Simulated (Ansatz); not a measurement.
Cost and result for the atomization energy of `[NH2][Al]([O][SiH3])[O][SiH3]` (14 atoms, 13 bonds).

| atom | x (Å) | y (Å) | z (Å) |
| --- | --- | --- | --- |
| N1 | 2.269 | -1.425 | 0.507 |
| Al2 | 0.812 | -0.509 | 0.180 |
| O3 | -0.443 | -1.222 | -0.677 |
| Si4 | -1.860 | -1.474 | -1.426 |
| O5 | 0.683 | 1.073 | 0.726 |
| Si6 | 0.124 | 2.563 | 1.038 |
| H7 | 2.423 | -2.375 | 0.215 |
| H8 | 3.064 | -1.071 | 1.011 |
| H9 | -1.624 | -1.842 | -2.847 |
| H10 | -2.707 | -0.250 | -1.385 |
| H11 | -2.595 | -2.582 | -0.761 |
| H12 | -0.086 | 2.732 | 2.501 |
| H13 | 1.107 | 3.580 | 0.576 |
| H14 | -1.170 | 2.802 | 0.342 |

Charge 0, multiplicity 1. All single points use the PBE0-D4/def2-TZVP geometry. It is one conformer, not always the lowest. Program: Ansatz. All runs use 4 threads of an Intel Xeon Platinum 8375C on a shared host. Times are those of one run each, without the atoms' runs, and a repeat can differ threefold. Electronic energies, without spin–orbit coupling; frozen cores. CCSD(T)/CBS adds CCSD(T) − MP2 in def2-TZVPP to the MP2 limit, and its time is that of the two runs behind it. T1 = 0.011. B3LYP takes the VWN-RPA correlation (the form of Gaussian; ORCA's B3LYP/G). HSE06 is the plane-wave form, built on full-range PBE exchange.

CCSD(T)/CBS is a level of theory with its own doubt, some kJ/mol a heavy atom from the limit and from the frozen cores, so smaller differences don't rank the functionals.

```tsv
level	functions	wall time	atomization (kcal/mol)	difference from CCSD(T)/CBS	per bond
LDA (SPW92)/def2-TZVPP	331	3.9 s	1330.1	129.7	10.0
PBE-D4/def2-TZVPP (with forces)	331	6.5 s	1186.5	-13.9	-1.1
r2SCAN-D4/def2-TZVPP (with forces)	331	9.5 s	1191.8	-8.6	-0.7
HSE06-D4/def2-TZVPP	331	12 s	1172.4	-28.0	-2.2
CAM-B3LYP-D4/def2-TZVPP	331	12 s	1202.4	2.0	0.1
B2PLYP/def2-TZVPP	331	12 s	1181.9	-18.5	-1.4
r2SCANh-D4/def2-TZVPP	331	13 s	1184.4	-16.0	-1.2
CCSD(T)/def2-SVP	136	16 s	1104.6	-95.8	-7.4
B3LYP-D4/def2-TZVPP (with forces)	331	17 s	1192.2	-8.2	-0.6
ωB97M-V/def2-TZVPP (with forces)	331	19 s	1196.9	-3.5	-0.3
MP2/def2-QZVPP	621	50 s	1203.7	3.3	0.3
CCSD(T)/def2-TZVPP	331	15 min	1164.3	-36.1	-2.8
CCSD(T)/CBS(def2)	–	16 min	1200.4	0.0	0.0
```

From PBE to PBE0 (25 % exact exchange), in def2-TZVPP and without D4, the atomization energy moves by −13.7 kcal/mol: exact exchange takes away binding that semilocal exchange gives to molecules. Leaving LDA and LC-ωPBE aside and taking each functional with its dispersion term where it has one, the values, not all of them listed here, spread over 42.3 kcal/mol, from revPBE-D4 to CAM-B3LYP-D4. LDA lies +150.8 kcal/mol from PBE without D4, its usual overbinding. The D4 term adds +11.5 kcal/mol with B3LYP and +6.2 kcal/mol with PBE0; it sums over pairs of atoms, weighted by their polarisabilities, and B3LYP, whose exchange is more repulsive, gets the larger term.
